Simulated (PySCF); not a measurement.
Computed properties of CH4AlFOS, SMILES C[S][Al]([OH])[F]

Al(F)(OH)(SMe) (CH4AlFOS), SMILES [Al]([S]C)([OH])[F]. The structure is a stationary point at B3LYP-D3(BJ)/def2-SVP. The structure was generated by enumeration; whether it is a known compound was not checked. Other conformers were not sampled. All values are computed for the isolated molecule unless a solvent is named; none is compared with measurement here.

**Structure.** The optimised structure has Cs symmetry. All 21 harmonic modes at B3LYP-D3(BJ)/def2-SVP (PySCF) are real, so it is a minimum. With heavy atoms numbered as in [Al:1]([F:2])([OH:3])[S:5][CH3:6], the shortest bond between them is Al1–F2 at 1.663 Å and the longest Al1–S5 at 2.160 Å.

**Vibrations.** The strongest infrared lines (harmonic, unscaled, degenerate partners summed) lie at 827 cm⁻¹ (192 km/mol, Al 40 %, F 30 %, O 21 %), 317 cm⁻¹ (170 km/mol, H 82 %, O 13 %), 552 cm⁻¹ (125 km/mol, H 66 %, O 26 %). The softest mode is at 53 cm⁻¹ and the zero-point energy is 34.8 kcal/mol.

**Electronic structure.** HF/def2-TZVP (PySCF) places the frontier levels at -10.01 and 2.23 eV, a gap of 12.24 eV, and gives a dipole moment of 2.49 D and a mean polarisability of 51.6 bohr³. PBE/def2-TZVP (PySCF) at the same geometry gives -6.09 and -1.54 eV, so its gap is 7.69 eV narrower. An orbital gap is neither the optical nor the fundamental gap.

**Excitations.** TDDFT-ωB97X/def2-SVPD (PySCF) has S1 at 5.73 eV (217 nm, f = 0.035, weak); the most intense of the 10 singlets computed lies at 7.47 eV (f = 0.23). T1 (TDA) is at 5.50 eV. TDDFT-PBE/def2-SVPD (PySCF) puts S1 at 4.50 eV. No vertical singlet excitation falls in the visible range (under 3.1 eV).

**NMR.** GIAO shifts at HF/pcSseg-1 (PySCF) (non-relativistic, atoms alike by connectivity averaged): ¹³C at 12.3 ppm against TMS; ¹H from 2.3 to 2.6 ppm against TMS; ¹⁹F at -143.6 ppm against CFCl3.
